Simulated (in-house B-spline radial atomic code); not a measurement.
Ionising neutral mercury with different functionals

Computed with a radial B-spline atomic code at the basis-set limit: scalar-relativistic (spin-free X2C) Hamiltonian, Fermi nucleus of rms radius 5.4648 fm, spin-polarised at highest spin, spherical fractional occupations for the functionals, the average over the highest-spin determinants for Hartree-Fock. The ionisation energy is the difference of two self-consistent energies, [Xe] 4f14 5d10 6s2 → [Xe] 4f14 5d10 6s1, without Breit or QED terms; ε is the level of the shell that loses the electron (its least bound occupied spin orbital). There is no spin-orbit coupling in this Hamiltonian.

```
           method                    rung  ΔSCF (eV)  -ε(6s) (eV)
     Hartree-Fock            Hartree-Fock       8.48         8.89
    HF fractional            Hartree-Fock       8.48         8.89
         LDA VWN5                     LDA          ?            ?
         LDA PW92                     LDA      10.84         7.11
LDA exchange-only                     LDA       9.60         6.01
              PBE                     GGA          ?            ?
           PBEsol                     GGA      10.49         6.85
             BLYP                     GGA      10.51         6.77
             RPBE                     GGA      10.33         6.69
             PW91                     GGA      10.54         6.87
             BP86                     GGA      10.63         6.98
             AM05                     GGA      10.45         6.80
             OLYP                     GGA      10.13         6.49
             TPSS                meta-GGA      10.28         6.72
             SCAN                meta-GGA      10.62         7.33
           r2SCAN                meta-GGA      10.36         7.02
          revTPSS                meta-GGA      10.26         6.74
             PBE0           global hybrid      10.15         7.54
            B3LYP           global hybrid      10.43         7.52
            TPSSh           global hybrid      10.17         7.03
        BHandHLYP           global hybrid       9.93         8.24
          r2SCAN0           global hybrid      10.14         7.77
            B97-1           global hybrid      10.24         7.34
            HSE06  range-separated hybrid      10.19         7.18
            wB97X  range-separated hybrid      10.11         9.61
        CAM-B3LYP  range-separated hybrid      10.27         8.82
          LC-wPBE  range-separated hybrid       9.84         9.77
```

Task: What does PBE give?

Result: ΔSCF 10.46 eV, and -ε(6s) = 6.80 eV.

Task: What does LDA VWN5 give?

Result: ΔSCF 10.84 eV, and -ε(6s) = 7.11 eV.

Task: Among the functionals, which spreads more, the ΔSCF values or the orbital energies?

Result: The orbital energies: ΔSCF values span about 1.24 eV and the orbital energies 3.75 eV.

Task: How do they compare with the NIST value?

Result: NIST lists 10.438 eV (measured, ground level to ground level). Errors run from -1.95 to +0.41 eV; B3LYP is closest (-0.01 eV), but part of that can be cancellation, since the calculations leave out Breit-QED terms. Hartree-Fock also lacks correlation.
